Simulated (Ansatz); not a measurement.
Basis sets compared for the cluster Cu₂H₂⁺. The state is a doublet with charge 1. Geometry r2SCAN-D4/def2-TZVP. Ansatz on 2 threads of Arm Neoverse V2 on a shared host; times are rough, and most runs start from earlier orbitals.

Cartesian coordinates in Å:
```
Cu 0.211 0.700 0.885
Cu -0.212 -0.699 -0.885
H -1.175 0.139 0.169
H 1.175 -0.139 -0.170
```

The 6-31G sets use Cartesian d functions. B3LYP takes the VWN-RPA correlation. The structure comes from a short search, and lower isomers may exist.

```tsv
level	functions	energy (Eh)	HOMO (eV)	LUMO (eV)	wall time
PBE-D4/def2-SVP	72	-3280.9568	-10.67	-9.90	1.8 s
B3LYP-D4/6-31G	62	-3281.3853	-11.29	-8.69	1.8 s
PBE0-D4/def2-SVP	72	-3280.9676	-12.13	-8.99	2 s
```

Question: Estimate the rows for PBE-D4/def2-TZVP, B3LYP-D4/def2-TZVP, PBE0-D4/def2-TZVP.

Answer: 
```csv
level,functions,energy (Eh),HOMO (eV),LUMO (eV),wall time
PBE-D4/def2-TZVP,102,-3281.4528,-11.07,-10.30,1.9 s
B3LYP-D4/def2-TZVP,102,-3282.0396,-12.27,-9.68,2.6 s
PBE0-D4/def2-TZVP,102,-3281.4463,-12.42,-9.29,3.7 s
```
